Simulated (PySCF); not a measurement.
Computed properties of Bi(F)2(OH) (BiF2HO), SMILES [OH][Bi]([F])[F]

Bi(F)2(OH) (BiF₂HO), SMILES [F][Bi]([OH])[F]. Geometry: r2SCAN-D4/def2-SVP. The def2 effective core potentials stand for the cores of Bi; spin–orbit coupling is left out. Other conformers were not sampled. All values are computed for the isolated molecule unless a solvent is named; none is compared with measurement here.

**Structure.** The optimised structure has Cs symmetry. All 9 harmonic modes at r2SCAN-D4/def2-SVP (PySCF) are real, so it is a minimum. With heavy atoms numbered as in [Bi:1]([F:2])([F:3])[OH:4], the shortest bond between them is Bi1–F2 at 2.033 Å and the longest Bi1–O4 at 2.069 Å.

**Vibrations.** The strongest infrared lines (harmonic, unscaled, degenerate partners summed) lie at 250 cm⁻¹ (115 km/mol, H 51 %, O 35 %, F 12 %), 3795 cm⁻¹ (96 km/mol, H 94 %), 580 cm⁻¹ (87 km/mol, O 56 %, F 35 %, Bi 9 %). The softest mode is at 106 cm⁻¹ and the zero-point energy is 10.1 kcal/mol.

**Electronic structure.** ωB97X/def2-TZVPD (PySCF) places the frontier levels at -11.81 and 0.14 eV, a gap of 11.95 eV, and gives a dipole moment of 3.72 D and a mean polarisability of 45.6 bohr³.

**Excitations.** TDA-CAM-B3LYP/def2-SVPD (PySCF) has S1 at 6.53 eV (190 nm, f = 0.001, dark); the most intense of the 10 singlets computed lies at 7.89 eV (f = 0.19). T1 (TDA) is at 5.81 eV, 0.72 eV under S1. No vertical singlet excitation falls in the visible range (under 3.1 eV).
